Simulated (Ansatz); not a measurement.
A nudged elastic band was laid between two geometries of C₂H₄BClO (9 atoms, charge 0, multiplicity 1).

Theory: RHF/def2-SVP (Ansatz).

```json
{
 "movable images": "5",
 "climbing image": "yes",
 "spring": "5.0 eV/Å²",
 "optimiser": "quadratic models (default)",
 "start path": "through a guess of the saddle point",
 "force threshold": "0.05 eV/Å",
 "iteration limit": "60",
 "end points": "relaxed"
}
```

Image 0:

```xyz
9
Properties=species:S:1:pos:R:3
B 1.069 0.709 -0.771
C 0.506 -0.395 0.245
O 1.243 -1.167 0.772
C -0.983 -0.462 0.539
Cl -1.839 0.828 -0.368
H 1.460 1.752 -0.339
H 1.185 0.430 -1.926
H -1.386 -1.423 0.231
H -1.167 -0.316 1.600
```

Image 6:

```xyz
9
Properties=species:S:1:pos:R:3
B 1.069 0.710 -0.770
C 0.507 -0.397 0.244
O 1.243 -1.171 0.770
C -0.982 -0.463 0.539
Cl -1.839 0.825 -0.372
H 1.187 0.433 -1.926
H 1.457 1.753 -0.336
H -1.387 -1.424 0.234
H -1.166 -0.312 1.600
```

(1) Which bonds break or form, and what moves?

(2) Give the energies along the band, and the barrier.

(3) What is the geometry of the highest image?

(4) What are the harmonic wavenumbers there?

## Answers

(1) No bond is made or broken. The dihedral H7–B1–C2–O3 goes from 88 to -87°. The two ends are copies of one structure, up to a mirror image or an exchange of like atoms.

(2) It converged. The highest image is number 3 of 0 to 6, 0.263 eV above the ends, which have the same energy within 2 meV. A vibrational analysis at the climbing image gives one clearly imaginary mode, 191i cm⁻¹: a first-order saddle point.

| image | path coordinate (Å) | energy (eV) | dihedral H7–B1–C2–O3 (°) |
| --- | --- | --- | --- |
| 0 | 0.00 | 0.000 | 88 |
| 1 | 0.92 | 0.040 | 112 |
| 2 | 1.85 | 0.185 | 153 |
| 3 | 2.77 | 0.263 | -161 |
| 4 | 3.82 | 0.190 | -115 |
| 5 | 4.86 | 0.061 | -87 |
| 6 | 5.89 | 0.000 | -87 |

(3) 
```xyz
9
Properties=species:S:1:pos:R:3
B 1.167 0.480 -0.900
C 0.471 -0.130 0.432
O 1.129 -0.325 1.406
C -1.016 -0.453 0.471
Cl -1.972 1.033 0.185
H 2.350 0.357 -0.994
H 0.525 1.003 -1.759
H -1.286 -1.166 -0.306
H -1.278 -0.845 1.448
```

(4) 191i, 77, 206, 340, 507, 557, 761, 832, 918, 984, 1093, 1200, 1283, 1359, 1396, 1578, 1990, 2731, 2837, 3250, 3343 cm⁻¹.

Time of the run: 2.6 min on 1 thread of Arm Neoverse V1, on a shared host, peak memory 0.18 GiB.
